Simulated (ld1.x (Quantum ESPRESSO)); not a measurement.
## Building the PAW potential for Nb (Z = 41) (PBEsol, scalar-relativistic).

niobium (Nb), PAW, made with ld1.x (Quantum ESPRESSO) 7.5 (PBEsol, scalar-relativistic). Core [Ar] 3d10, reference 4s2 4p6 4d4 5s0 5p0 (charge +1). Waves: 4s (bound): rcut 1.50, rcutus 1.80 bohr; 5s (bound, empty): rcut 1.50, rcutus 1.80 bohr; 4p (bound): rcut 1.95, rcutus 2.35 bohr; 5p (bound, empty): rcut 1.95, rcutus 2.35 bohr; 4d (bound): rcut 1.85, rcutus 2.20 bohr; 4d channel at -0.42 Ry: rcut 1.85, rcutus 2.20 bohr. Local part: all-electron potential smoothed inside 1.40 bohr (lloc = -1). Core correction: Bessel-smoothed model core inside 0.85 bohr. Augmentation charge: BESSEL, radius 1.30 bohr.

All-electron outer shells of the reference configuration (PBEsol, scalar-relativistic, ld1.x):

```csv
shell,level (eV),outermost node (bohr),outermost maximum (bohr)
3d,-202.61,–,0.33
4s,-64.75,0.53,1.04
4p,-40.93,0.54,1.12
5s,-9.39,1.40,2.93
4d,-9.30,0.55,1.49
5p,-5.66,1.61,3.67
```

Q: Does the generator finish with these settings?

A: Yes, a potential is produced and its reference levels are reproduced.

Q: Is the overlap operator S = 1 + Σ q|β⟩⟨β| positive definite (Bessel basis up to 400 Ry)?

A: No: its lowest eigenvalue is -0.444, in the p channel, so the generalised eigenproblem breaks down once the basis is large enough.

Q: Tests: 4s2 4p6 4d4 5s1 5p0; 4s2 4p6 4d3 5s0 5p0; 4s2 4p6 4d2 5s0 5p0; 4s2 4p6 4d4 5s0 5p1; 4s2 4p6 4d4 5s0.5 5p0; 4s2 4p5 4d4 5s1 5p0; 4s2 4p6 4d5 5s0 5p0. Which has the largest error in its energy relative to the reference configuration, and how large is it?

A: 4s2 4p6 4d2 5s0 5p0, with +59 meV (all-electron minus pseudo) on +38.72 eV.

The ghost test of this file was not conclusive. Its overlap operator is not positive definite in a basis up to 400 Ry (lowest eigenvalue p -0.44), so the file is unfit for use: the generalised eigenproblem breaks down once the basis is large enough, and its test numbers describe a broken file.
